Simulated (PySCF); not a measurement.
Ligands exchanged one at a time, Si C2H5-SH. Isolated molecules, 0 K electronic values unless said otherwise. One relaxed conformer stands for each flexible species; it need not be the lowest. Strings in code marks are SMILES.

The S1–T1 gap (TDA) from two functionals at the same geometries (PBE0-D4/def2-SVP), both in PySCF: PBE-D3(BJ)/def2-TZVP and PBE0-D4/def2-TZVP. Excitations are Tamm–Dancoff values on a coarser integration grid. The basis has no diffuse functions, so Rydberg states are missing or too high.

```json
[
 {"species": "0 of 4 C2H5 replaced by SH (`CC[Si](CC)(CC)CC`)", "PBE0-D4/def2-TZVP (eV)": "0.20"},
 {"species": "1 of 4 C2H5 replaced by SH (`CC[Si](S)(CC)CC`)", "PBE0-D4/def2-TZVP (eV)": "0.53"},
 {"species": "2 of 4 C2H5 replaced by SH (`S[Si](S)(CC)CC`)", "PBE0-D4/def2-TZVP (eV)": "0.45"},
 {"species": "3 of 4 C2H5 replaced by SH (`CC[Si](S)(S)S`)", "PBE0-D4/def2-TZVP (eV)": "0.48"}
]
```

Q: What does PBE-D3(BJ)/def2-TZVP give for each?

A: 
- 0 of 4 C2H5 replaced by SH (`CC[Si](CC)(CC)CC`): 0.09
- 1 of 4 C2H5 replaced by SH (`CC[Si](S)(CC)CC`): 0.36
- 2 of 4 C2H5 replaced by SH (`S[Si](S)(CC)CC`): 0.27
- 3 of 4 C2H5 replaced by SH (`CC[Si](S)(S)S`): 0.31
Over these rows, drawn at random from the members with no instability flagged (it was tested for open shells, ions and some series alone), PBE minus PBE0-D4: mean -0.16 eV, from -0.18 eV to -0.12 eV.
